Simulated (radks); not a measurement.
Removal energies from the antimony ion Sb4+, [Kr] 4d10 5s1, by Delta-SCF beside the eigenvalue of the level emptied. All-electron calculation, Dirac Kohn-Sham, BLYP, spin-unpolarised, spherical densities, finite nucleus; Fermi nuclear charge, rms radius of each element as measured or else 0.836 A^(1/3) + 0.57 fm. Program: a radial shooting solver on a logarithmic mesh with Libxc functionals. Sub-shells are occupied by j as written (lower j first in brackets).

removed from                        final configuration  Delta-SCF (eV)  -eigenvalue (eV)
5s1/2                                         [Kr] 4d10          55.698            49.978
4d5/2                       [Kr] 4d(3/2: 4, 5/2: 5) 5s1          84.851            75.137
4d3/2                       [Kr] 4d(3/2: 3, 5/2: 6) 5s1          86.201            76.414
4p3/2         [Ar] 3d10 4s2 4p(1/2: 2, 3/2: 3) 4d10 5s1          152.35            141.56
